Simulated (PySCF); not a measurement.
# Structure revision by computed shifts

A compound C5H2F2O2 gives the data below (simulated from a calculation) and was assigned the structure `O=C(F)c1cc(F)co1`.

¹³C{¹H} NMR (computed): δ 173.7 (C), 154.3 (C), 151.5 (CH), 131.2 (C), 111.6 (CH).

¹H NMR (500 MHz, computed): δ 7.53 (m, 1H), 6.70 (m, 1H).

Theory: PBE0/pcSseg-1 with gauge-including orbitals, GFN2-xTB geometry, in PySCF 2.14.0 with density-fitted response routines (no relativistic terms, single conformer, in vacuum).

Scale: ¹H and ¹³C vs TMS (reference shieldings calculated alike).

Q: Compare with the shifts computed for the proposed structure, pairing carbons in order of shift.

A: Numbering as in the mapped SMILES `[O:1]=[C:2]([F:3])[c:4]1[cH:5][c:6]([F:7])[cH:8][o:9]1`; H(Xn) means a hydrogen on atom n.

```
atom  computed for proposal  given list  difference
  C6                  164.9       173.7        -8.8
  C2                  156.2       154.3        +1.9
  C4                  143.2       151.5        -8.3
  C8                  139.1       131.2        +7.9
  C5                  123.1       111.6       +11.5
```

The rms difference is 8.3 ppm and the largest +11.5 ppm at C5 (aromatic CH). The carbon types in order of shift don't match either: C, C, C, CH, CH for the proposal against C, C, CH, C, CH in the data. The proposal doesn't fit.

Q: Which isomer fits?

A: SMILES O=C(F)c1occc1F.

1. Carbon types of the structure: 3 × C, 2 × CH, which accounts for all hydrogens.
2. δC 173.7: aromatic carbon bearing fluorine; σ withdrawal by the attached heteroatom moves it downfield of the ring CH carbons.
3. δC 154.3: carbonyl carbon.
4. δC 131.2: substituted aromatic carbon next to the ring oxygen.
5. δC 111.6: aromatic CH.

This is the structure that produced the data.

Splittings by ¹⁹F in the carbon and heteronuclear signals aren't shown, as no couplings were computed. Shifts are as computed. Against solution values, carbons near 30 ppm lie about +3 ppm off and those near 130 ppm about +5 ppm. Of 1211 compounds with measured shifts, 218 miss one by over three times the rms of a fit or turn the order of signals round; such compounds aren't used in these exercises. No couplings were computed; multiplicities are counted from neighbouring protons, with m where these are inequivalent, close in shift, in a saturated or five-membered ring or joined by F or P, and br s for small geminal =CH2 splittings.
